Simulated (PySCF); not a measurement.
Nuclear quadrupole coupling in `C=C(C)C[SiH2][C@@H](F)Cl`

Compound: C₅H₁₀ClFSi.
Z-matrix (Å and degrees, GFN2-xTB geometry), rows numbered from 1:
```
C 
C   1  1.3239
C   2  1.4976  1  122.44
C   2  1.5004  1  121.98  3  -178.94
Si  4  1.9062  2  112.92  1   102.37
C   5  1.9315  4  106.00  2   -52.21
F   6  1.3661  5  111.25  4   170.81
Cl  6  1.7839  5  108.76  4   -70.33
H   1  1.0768  2  121.86  3   179.74
H   1  1.0769  2  121.90  3    -0.62
H   3  1.0897  2  110.23  1  -118.60
H   3  1.0893  2  110.38  1   122.69
H   3  1.0866  2  111.08  1     2.10
H   4  1.0903  2  109.62  1  -136.19
H   4  1.0909  2  109.48  1   -18.81
H   5  1.4662  4  113.53  2    63.55
H   5  1.4605  4  111.99  2  -168.96
H   6  1.0935  5  115.44  4    49.32
```

Field gradients from the PBE0/pcSseg-1 density (PySCF, non-relativistic), principal values in atomic units, ordered |Vxx| ≤ |Vyy| ≤ |Vzz|:

```csv
atom,Vxx,Vyy,Vzz
Cl8,-1.6667,-2.0692,3.7359
```

Task: Find the asymmetry η = (Vxx − Vyy)/Vzz and the couplings χ = eQV/h (234.96 MHz × Q in barn × V in au), with Q(35Cl) = −0.0817 b.

Result: 
| atom | environment | nucleus | η | χzz (MHz) | χxx (MHz) | χyy (MHz) |
| --- | --- | --- | --- | --- | --- | --- |
| Cl8 | chlorine on a fluorinated carbon | 35Cl | 0.11 | -71.72 | 31.99 | 39.72 |

Task: What is Vzz at Cl8 in SI units (1 au = 9.71736 × 10²¹ V/m²)?

Result: 3.7359 au = 36.303 × 10²¹ V/m².

Task: And the gradient at the other heavy atoms, for which no coupling is worked out here?

Result: 
```json
{"atom": "C1", "environment": "terminal =CH2 carbon", "Vzz (au)": "0.236", "η": "0.43"}
{"atom": "C2", "environment": "fully substituted alkene carbon", "Vzz (au)": "0.316", "η": "0.71"}
{"atom": "C3", "environment": "allylic carbon", "Vzz (au)": "0.051", "η": "0.76"}
{"atom": "C4", "environment": "sp3 carbon bound to silicon", "Vzz (au)": "0.048", "η": "0.45"}
{"atom": "Si5", "environment": "SiH2 silicon", "Vzz (au)": "0.281", "η": "0.40"}
{"atom": "C6", "environment": "sp3 C–F carbon", "Vzz (au)": "-0.592", "η": "0.68"}
{"atom": "F7", "environment": "alkyl fluorine", "Vzz (au)": "3.091", "η": "0.12"}
```

Task: What couplings would deuterons (Q(2H) = 0.00286 b) have in place of the hydrogens, at this geometry?

Result: 
```
atom  bonded to  bond length (Å)  Vzz (au)     η  χzz (kHz)
  H9         C1            1.077    0.3367  0.07        226
 H10         C1            1.077    0.3386  0.06        228
 H11         C3            1.090    0.3099  0.03        208
 H12         C3            1.089    0.3116  0.03        209
 H13         C3            1.087    0.3156  0.03        212
 H14         C4            1.090    0.3131  0.04        210
 H15         C4            1.091    0.3090  0.04        208
 H16        Si5            1.466    0.1595  0.00        107
 H17        Si5            1.460    0.1635  0.01        110
 H18         C6            1.094    0.2853  0.06        192
```

The structure is a single GFN2-xTB conformer in the gas phase; no vibrational or solvent corrections. GFN2-xTB bond lengths can be off by several hundredths of an ångström, more for odd bonds, and the gradients follow them. These gradients aren't converged with respect to the basis.
